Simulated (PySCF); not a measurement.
Isomers of [C6H13N2]+ (charge +1), from PBE0-D3(BJ)/def2-SVP geometry optimisation, gas phase in PySCF 2.14.0. One conformer each, no zero-point energy, no frequencies.

Question: Which is lower in electronic energy at this level?
A. `[CH2:1]=[N:2][CH:3]1[CH2:4][N+:5]([CH3:6])([CH3:7])[CH2:8]1` (charge +1) with C1–N2–C3–C4 133°, N2–C3–C4–N5 97°, C3–C4–N5–C6 -98°, C4–N5–C8–C3 -15°, N2–C3–C8–N5 -97°: A = 4618, B = 1330, C = 1241 MHz, dipole 2.89 D
B. `C[N+](C)(C)C=C=CN`: A = 4282, B = 971.4, C = 957.0 MHz, dipole 1.21 D

Answer: A. That is `C=NC1C[N+](C)(C)C1`, 9.0 kcal/mol below the other.

```
            SMILES                                                mapped SMILES      E (Eh)  relative (kcal/mol)  relative (kJ/mol)  dipole about centre of mass (D)
C=NC1C[N+](C)(C)C1  [CH2:1]=[N:2][CH:3]1[CH2:4][N+:5]([CH3:6])([CH3:7])[CH2:8]1  -345.03432                  0.0                0.0                             2.89
 C[N+](C)(C)C=C=CN    [CH3:1][N+:2]([CH3:3])([CH3:4])[CH:5]=[C:6]=[CH:7][NH2:8]  -345.01993                  9.0               37.8                             1.21
```

As drawn, the lower has a four-membered ring, which the higher lacks; the higher has an N–H bond, which the lower lacks.
